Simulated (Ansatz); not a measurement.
CrO2(NH2)2 (CrN₂O₂H₄). The state is a singlet with charge 0. Geometry relaxed at B3LYP-D4/def2-SVP.

Cartesian coordinates in Å:
```
Cr -0.0676 0.6130 -0.0332
O -1.3084 1.3423 0.5484
O 0.9920 1.5280 -0.7040
N -0.6555 -0.5330 -1.2847
H -1.5883 -0.9346 -1.2742
H -0.0988 -0.8104 -2.0875
N 0.7404 -0.2376 1.3265
H 1.7382 -0.4258 1.3480
H 0.2478 -0.5419 2.1608
```

The restricted singlet is unstable towards broken spin symmetry in Hartree–Fock (as tested in another run); at B3LYP-D4/def2-SVP this wasn't settled.

(1) Estimate the harmonic wavenumbers at RKS B3LYP-D4/def2-SVP (Ansatz, unscaled). Is this a minimum?

## Answers

(1) 146, 217, 225, 280, 293, 323, 351, 380, 387, 670, 682, 728, 760, 1114, 1152, 1465, 1473, 3554, 3559, 3679, 3679 cm⁻¹. Yes, no mode is imaginary beyond noise. Zero-point energy 150.2 kJ/mol. It took 42 s on 4 threads of Intel Xeon 6975P-C on a shared host.
